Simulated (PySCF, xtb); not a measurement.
Si(CF3)(H)2(Me) (C2H5F3Si), SMILES C[SiH2]C(F)(F)F.

Harmonic wavenumbers (cm⁻¹) from xtb with GFN2-xTB at its own minimum, in rising order: 35, 112, 124, 194, 238, 380, 435, 460, 461, 578, 652, 672, 745, 776, 819, 840, 1021, 1023, 1141, 1362, 1454, 1460, 2296, 2299, 3020, 3021, 3048.

What does PBE-D3(BJ)/def2-SVP in PySCF give at its own minimum? (An estimate is asked for; the answer gives what the named calculation found.)

62, 117, 141, 214, 262, 391, 466, 503, 504, 653, 669, 713, 728, 855, 861, 907, 1088, 1102, 1186, 1220, 1380, 1385, 2182, 2192, 2984, 3088, 3088. Paired by order, the mean absolute difference is 52 cm⁻¹ and the zero-point energies are 41.0 and 41.4 kcal/mol.
